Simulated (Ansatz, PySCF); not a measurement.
Molecule: sum formula BOF₂ (charge 0, doublet). It need not be the lowest isomer of its formula. SMILES: B(F)([O])F
Geometry from a B3LYP-D3(BJ)/def2-TZVP (Ansatz, a program for electronic structure) optimisation:
```xyz
4

B     -0.0222     0.0079    -0.0070
F      0.3742    -1.2014    -0.3568
F      0.7501     0.8025     0.7100
O     -1.2510     0.4439    -0.3930
```
Charge 0, spin multiplicity 2.

Property: atomisation energy (electronic, to ground-state atoms), in kcal/mol. Valence correlation only, unless marked. Open shells are spin-unrestricted. Spin-orbit coupling is left out. No relativistic terms. FCI takes restricted orbitals. The coupled-cluster limit lacks core correlation, which all-electron functionals hold. CBS(X,Y): correlation extrapolated as X^-3; Hartree-Fock from the larger set.

```
level                                program  atomisation energy (kcal/mol)  minus last row
----------------------------  --------------  -----------------------------  --------------
HF/STO-3G                             Ansatz                          315.2          -115.1
PBE-D4/def2-TZVPD             Ansatz + dftd4                          448.0            17.7
B3LYP/def2-TZVPD                      Ansatz                          428.6            -1.7
PBE0/6-31G*                           Ansatz                          436.6             6.3
TPSSh/def2-TZVPD                       PySCF                          423.0            -7.3
r2SCANh/def2-TZVPD                    Ansatz                          432.5             2.2
B2GP-PLYP/def2-TZVPD                  Ansatz                          428.4            -1.9
RPA@PBE/cc-pVTZ                       Ansatz                          386.5           -43.8
MP2/6-31G*                            Ansatz                          431.5             1.2
MP2/aug-cc-pVDZ                       Ansatz                          416.9           -13.4
RI-MP2/cc-pVQZ                        Ansatz                          448.1            17.8
CCSD/aug-cc-pVTZ                      Ansatz                          412.7           -17.6
CCSD/cc-pVTZ                          Ansatz                          412.0           -18.3
FCI/STO-3G                            Ansatz                          363.7           -66.6
CCSD(T)/CBS(cc-pVTZ,cc-pVQZ)          Ansatz                          430.3             0.0
```
